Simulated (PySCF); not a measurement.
## Nonlinear optical response: `[SiH3]/C=C/Cl`, C₂H₅ClSi

Geometry (Å), atoms numbered from 1 in this order:
```xyz
9

Si   -1.2831   -0.2080   -0.1176
C     0.5490   -0.4717   -0.2761
C     1.4122    0.4757    0.0614
Cl    3.1233    0.3057   -0.0574
H    -1.8772   -1.2143    0.8016
H    -1.9462   -0.3463   -1.4412
H    -1.5218    1.1574    0.4181
H     0.9371   -1.4153   -0.6512
H     1.1239    1.4478    0.4444
```

Computed, not measured: PySCF 2.14.0, quadratic response CAM-B3LYP/aug-cc-pVTZ first hyperpolarisability, Taylor convention, gas phase. Geometry: PBE0-D3(BJ)/def2-TZVP.

Task: What is the first hyperpolarisability, and how does it disperse?

Result: In au, Taylor convention; the vector part is βᵢ = ⅓ Σⱼ (βᵢⱼⱼ + βⱼᵢⱼ + βⱼⱼᵢ); β∥ is 3/5 of the vector part along the dipole, the dipole points from − to +:
| process | λ (nm) | β vector norm | β∥ | β HRS | depolarisation ratio |
| --- | --- | --- | --- | --- | --- |
| static β(0;0,0) | ∞ | 225.3 | -134.4 | 85.6 | 7.12 |
| second harmonic β(−2ω;ω,ω) | 1907 | 236.8 | -141.2 | 90.1 | 7.07 |
| Pockels β(−ω;ω,0) | 1907 | 229.0 | -136.7 | – | – |
| second harmonic β(−2ω;ω,ω) | 1064 | 265.9 | -158.5 | 101.4 | 6.93 |
| Pockels β(−ω;ω,0) | 1064 | 237.6 | -141.7 | – | – |

Task: Which lowest excitations, dipole and polarisabilities go with it?

Result: S1 6.40 eV (f = 0.390); S2 6.67 eV (f = 0.000); S3 6.91 eV (f = 0.002); dipole 0.91 D; isotropic α 69.8 au static, 70.0 au at 1907 nm, 70.6 au at 1064 nm, 70.8 au at 953.5 nm, 73.2 au at 532 nm.
